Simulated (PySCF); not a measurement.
Match the calculated data to a structure.

All candidates are C3H8BN.

| technique | computed result |
| --- | --- |
| XPS | B1s 193.8, C1s 291.9, C1s 292.8, C1s 293.0, N1s 406.7 eV [ΔSCF SCAN, pcX-2 on the ionised atom, pcseg-1 elsewhere, spin-free X2C] |
| 13C NMR | chemical shifts (computed TMS as zero) by class: 117.1 (1 C), 13.0 (1 C), 11.4 (1 C) ppm [GIAO PBE0/pcSseg-1] |
| Rotational structure | rotational constants A, B, C: 19.666, 2.129, 2.002 GHz [PBE0-D3(BJ)/def2-SVP] |
| UV, strongest line | among the 10 lowest singlet transitions: S6 at 6.88 eV (180 nm, f = 0.405) [TDDFT PBE0/def2-SVPD] |
| 1H NMR | chemical shifts (computed TMS as zero) by class: 2.39 (2 H), 2.13 (3 H), 1.32 (3 H) ppm [GIAO PBE0/pcSseg-1] |
| Polarisability | 67.6 au [PBE0/def2-SVPD] |
| UV, first state | lowest singlet excitation: 5.62 eV (220 nm, f = 0.001) [TDDFT PBE0/def2-SVPD] |
| Valence photoelectron | vertical ionisation energy: 9.86 eV [ΔSCF PBE0/def2-SVPD] |
| Dipole | 7.52 D [PBE0/def2-SVPD] |

Gas-phase values; electronic properties from PySCF, density fitting. Levels stand in brackets. Geometry: PBE0-D3(BJ)/def2-SVP; no solvent, vibrations or thermal averaging. NMR values are class means; diastereotopic atoms form classes of their own.

Question: Which candidate is it?
A. `BNCC=C`
B. `BNC1CC1`
C. `[BH3-][N+]#CCC`

Answer: C. It is `[BH3-][N+]#CCC`. Numbering: `[BH3-:1][N+:2]#[C:3][CH2:4][CH3:5]`. 3 carbons fall into 3 classes; from least to most shielded: triply bonded carbon [C3] (117.1 ppm), chain CH2 carbon [C4] (13.0 ppm), methyl carbon [C5] (11.4 ppm). Hydrogen classes from least to most shielded: 2 H on a chain CH2 carbon, C4 (2.39 ppm), 3 H on a four-coordinate boron, B1 (2.13 ppm), 3 H on a methyl carbon, C5 (1.32 ppm). The core levels belong to: B1s 193.8 eV, four-coordinate boron [B1]; C1s 291.9 eV, methyl carbon [C5]; C1s 292.8 eV, triply bonded carbon [C3]; C1s 293.0 eV, chain CH2 carbon [C4]; N1s 406.7 eV, nitrogen bonded to B and C [N2]. The hole state at 406.7 eV has ⟨S²⟩ = 0.82 against 0.75, so that value is less sure. The hole state at 292.8 eV has ⟨S²⟩ = 0.83 against 0.75, so that value is less sure. By its constants the optimised geometry is an asymmetric top.

The others, at the same levels:
- `BNCC=C` fails: its computed 13C shifts are 147.1 (1 C), 120.2 (1 C), 55.2 (1 C) ppm, 1H shifts are 6.13 (1 H), 5.62 (1 H), 5.52 (1 H), 4.78 (2 H), 4.44 (1 H), 3.86 (2 H) ppm and rotational constant A is 10.826 GHz (against 19.666 GHz).
- `BNC1CC1` fails: it has 2 carbon classes against 3; its computed 13C shifts are 34.8 (1 C), 9.3 (2 C) ppm, 1H shifts are 4.78 (2 H), 3.75 (1 H), 2.66 (1 H), 0.75 (2 H), 0.28 (2 H) ppm and rotational constant A is 15.077 GHz (against 19.666 GHz).

Each candidate is one conformer, not necessarily the lowest. The conformers computed, where there is a choice (atom-mapped SMILES and torsion angles):
- `[BH2:1][NH:2][CH2:3][CH:4]=[CH2:5]`: B1–N2–C3–C4 -114°, N2–C3–C4–C5 8°
- `[BH2:1][NH:2][CH:3]1[CH2:4][CH2:5]1`: B1–N2–C3–C4 144°
